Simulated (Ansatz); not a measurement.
Program: Ansatz. Geometries: PBE0-D4/def2-TZVP. ΔE: electronic, gas phase. CCSD(T)/CBS adds triple-zeta CCSD(T) − MP2 to the extrapolated MP2 energy (def2 sets, frozen cores). This one scheme is used for every species. DFT in def2-TZVPP. B3LYP here is the variant with VWN-RPA as its local correlation; programs differ in this. For Zn outer-core shells are correlated without core-valence functions, which leaves a few kJ/mol of doubt a bond. Scalar relativity is left out up to krypton. Each species was taken in one conformer, which may not be the lowest.

Reaction (hydrogenolysis of a Zn–O bond): `C[O][Zn][O]C` + H₂ → `C[O][ZnH]` + CH₃OH

CCSD(T)/CBS gives +1.8 kJ/mol.

(1) Another level gave +1.7 kJ/mol. Which?
A. B3LYP/def2-TZVPP
B. B2PLYP/def2-TZVPP
C. HF/def2-TZVPP
D. SCS-MP2/def2-TZVPP

Largest T1 diagnostic among the species: 0.017.

## Answers

(1) D. SCS-MP2/def2-TZVPP 1.7, B3LYP -10.2, B2PLYP -3.3, HF/def2-TZVPP -18.9 kJ/mol.

From BLYP to BHLYP (50 % exact exchange), in def2-TZVPP and without D4, ΔE moves by −9.0 kJ/mol. Leaving LDA and LC-ωPBE aside and taking each functional with its dispersion term where it has one, the values, not all of them listed here, spread over 12.8 kJ/mol, from B97M-V to BLYP-D4. The D4 term adds +5.0 kJ/mol with B3LYP and +2.8 kJ/mol with PBE0; it sums over pairs of atoms, weighted by their polarisabilities, and B3LYP, whose exchange is more repulsive, gets the larger term.
